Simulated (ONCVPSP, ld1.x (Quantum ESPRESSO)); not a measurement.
## Hardness and transferability of assorted potentials

Generated with ld1.x 7.5 (TM, RRKJ, ultrasoft, PAW), atompaw 4.2 or ONCVPSP 4.0.1. The cutoff is in Ry: for ld1.x and atompaw files where the sum of valence levels is converged to 10 mRy in a Bessel basis, for ONCV files where the hardest occupied wave has 1 mHa per electron of residual kinetic energy. The error is the largest all-electron minus pseudo excitation energy over each file’s own four to seven test configurations (ionisations up to +4, promotions, holes and added fractions of an electron), all of which were solved. The labels leave out finer settings (local radius, basis sizes, second energies), which also bear on the numbers. Spin-polarised tests are not counted. The rows are a selection from randomly drawn settings: files with unsolved tests, undetermined cutoffs or missed reference levels are left out.

| element | potential | cutoff (Ry) | largest error (meV) | bound ghosts |
| --- | --- | --- | --- | --- |
| B | ONCV, PBEsol, scalar-relativistic, rc 1.25/3.45/2.70 (spd), local s, core correction yes, reference 2s2 2p1, qcut 5.9/3.7/4, projectors 0/2/2 | 25 | +479 | none |
| Cr | ultrasoft, PBE, scalar-relativistic, rc 2.50/3.30/2.05 (spd), local smoothed, core correction no, reference 3d5 4s0.5 4p0 | 25 | +47 | none |
| Kr | ONCV, PBE, scalar-relativistic, rc 0.95/1.00/1.00 (spd), local smoothed, core correction no, reference 3s2 3p6 3d10 4s2 4p5, qcut 16/16.9/17.3, projectors 2/2/1 | 235 | -9.1 | none |
| Tc | ONCV, PBEsol, scalar-relativistic, rc 1.55/1.80/2.05 (spd), local smoothed, core correction yes, reference 4s2 4p6 4d6 5s1, qcut 8.9/8.5/8.9, projectors 2/2/2 | 51 | -1.5 | none |
| Ce | TM semilocal, LDA (PZ), scalar-relativistic, rc 3.20/2.80/2.40/2.02 (spdf), local s, core correction yes, reference 4f1 5p6 5d1 6s1.5 6p0 | 90 | +538 | none |
| Eu | ONCV, LDA (Perdew-Zunger), fully relativistic, rc 3.50/3.80/3.05 (spd), local smoothed, core correction yes, reference 5d1 6s2, qcut 1.5/1.9/4.1, projectors 2/2/2 | 13 | -580 | none |

Fill in the row for Cr: ONCV, LDA (Perdew-Zunger), scalar-relativistic, rc 1.15/1.15/1.05/1.00 (spdf), local smoothed, core correction yes, reference 3s2 3p6 3d3, qcut 13.4/11.6/17.5/10.9, projectors 2/2/2/3.

cutoff 184 Ry, largest error +11 meV, bound ghosts: none.

Fill in the row for Mn: ONCV, PBE, scalar-relativistic, rc 1.50/1.30/1.75 (spd), local smoothed, core correction yes, reference 3s2 3p6 3d5 4s1 4p1, qcut 8.5/11.9/9.2, projectors 2/3/2.

cutoff 65 Ry, largest error +96 meV, bound ghosts: none.
